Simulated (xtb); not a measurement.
NaF, SMILES [F][Na]. All values are semi-empirical tight-binding results from xtb (GFN2-xTB unless named), good for trends rather than for accurate numbers. Geometry optimised at GFN2-xTB.

Optimised geometry:

Bonds (Å): Na1–F2 1.750.
Charge 0, spin multiplicity 1.

For metal compounds this method's bond lengths and energies can be far off.

Computed properties:
The point group as xtb finds it is C∞v and the orbital gap is 2.10 eV.

Q: Give the atomic charges and the Wiberg bond orders between heavy atoms. (An estimate is asked for; the answer gives what the named calculation found.)

A: charges (e) Na1 0.71, F2 -0.71. Bond orders Na1–F2 0.55.
